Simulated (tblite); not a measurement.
C5H11Si2 (doublet state).
Geometry (GFN2-xTB, Å), atoms numbered from 1 in this order:
```
atom  x, y, z in Å
C1    -1.2280    2.8520    0.3785
C2    -0.9996    1.7721   -0.0885
C3    -0.7436    0.4600   -0.6137
Si4   -2.3773   -0.5773   -0.6917
C5     0.0637   -0.4051    0.2561
C6     1.0825   -1.3061   -0.2874
Si7    2.7390   -0.3230   -0.3859
H8    -1.4141    3.8062    0.7720
H9    -0.3164    0.5349   -1.6166
H10   -3.3866    0.0789   -1.5320
H11   -2.8831   -0.7085    0.6712
H12   -2.0119   -1.8633   -1.2866
H13    0.0198   -0.2427    1.3201
H14    0.8097   -1.6479   -1.2868
H15    1.2232   -2.1828    0.3458
H16    3.7843   -1.1501   -0.9954
H17    2.5054    0.8619   -1.2104
H18    3.1243    0.0472    0.9747
```

Method: GFN2-xTB as coded in tblite; computed harmonic values from a numerical Hessian at the method's own geometry, unscaled. Errors from tens to a few hundred cm⁻¹ against measured bands are possible. Modes of hydrogen on silicon can be 10 to 20 % off. One conformer, not necessarily the lowest. Open shells enter through the occupations alone, without spin polarisation, and single modes of such species can be off by tens of per cent.

Harmonic wavenumbers (cm⁻¹): 47.6, 61.3, 98.6, 123.4, 138.9, 161.3, 185.1, 232.9, 341.6, 369.3, 444.3, 502.0, 521.4, 530.0, 538.0, 556.4, 603.6, 655.8, 688.9, 708.1, 733.7, 761.7, 780.3, 785.5, 796.4, 800.4, 804.4, 960.7, 1042.1, 1060.2, 1143.4, 1156.9, 1192.0, 1233.4, 1363.9, 1464.4, 2215.3, 2241.4, 2265.8, 2272.4, 2277.0, 2282.8, 2300.3, 2930.0, 2964.7, 2965.8, 3103.1, 3393.6.

A = 2417, B = 977.6, C = 737.8 MHz; mass 127.040 u (most abundant isotopes); point group C1, symmetry number 1; spin multiplicity 2.

Task: What is the zero-point energy?

Result: Half the sum of the wavenumbers: 27400 cm⁻¹ = 327.77 kJ/mol.

Task: Entropy at 500 K, 1 bar (ideal gas, RRHO, classical rotation)?

Result: Translation 180.02, rotation 130.30, vibration 242.44, spin (R ln 2) 5.76: S = 558.5 J/(mol K).

Task: And Cp and H(500 K) − H(0)?

Result: Cp = 254.86 J/(mol K), of which vibrations give 221.60 (their classical limit is 48 R = 399.1); H(500 K) − H(0) = 77.93 kJ/mol without the zero-point energy, 61.30 from vibrations.

Task: Which modes carry the vibrational entropy at 500 K?

Result: 47.6 cm⁻¹: 24.85; 61.3 cm⁻¹: 22.75; 98.6 cm⁻¹: 18.82; 123.4 cm⁻¹: 16.97; 138.9 cm⁻¹: 15.99; 161.3 cm⁻¹: 14.77 J/(mol K); the other 42 give 128.29 together.

Task: What must be added to the electronic energy to get the Gibbs energy at 500 K and 1 bar?

Result: ZPE + [H(500 K) − H(0)] − T·S = 327.77 + 77.93 − 279.26 = 126.44 kJ/mol.

Task: Blend soft modes into free rotors: weight 1/[1 + (100 cm⁻¹/ν̃)⁴] for the oscillator and the rest for a rotor with moment μB/(μ + B), μ = h/(8π²ν), B = 10⁻⁴⁴ kg m². What vibrational entropy results?

Result: 224.60 J/(mol K) in place of 242.44, which changes −T·S at 500 K by +8.92 kJ/mol.

Task: How do the functions run with temperature in this model?

Result: 
| T (K) | S (J/(mol K)) | Cp (J/(mol K)) | H − H(0) (kJ/mol) | G − H(0) (kJ/mol) | ln q(vib) |
| --- | --- | --- | --- | --- | --- |
| 50 | 255.1 | 60.4 | 2.19 | -10.56 | 0.61 |
| 100 | 305.7 | 87.0 | 5.92 | -24.65 | 2.07 |
| 298.15 | 444.8 | 185.1 | 32.91 | -99.70 | 8.27 |
| 373.15 | 489.7 | 215.4 | 47.97 | -134.76 | 10.59 |
| 750 | 672.6 | 307.3 | 148.70 | -355.75 | 21.41 |
| 1000 | 766.0 | 341.6 | 230.09 | -535.92 | 27.67 |

q(vib) and H(0) count from the zero-point level.

Hindered rotation and anharmonicity are outside this model. Other conformers, if any are populated, would add a mixing term that is left out. The structure is chiral; the term R ln 2 for an equal mix with its mirror image is left out.
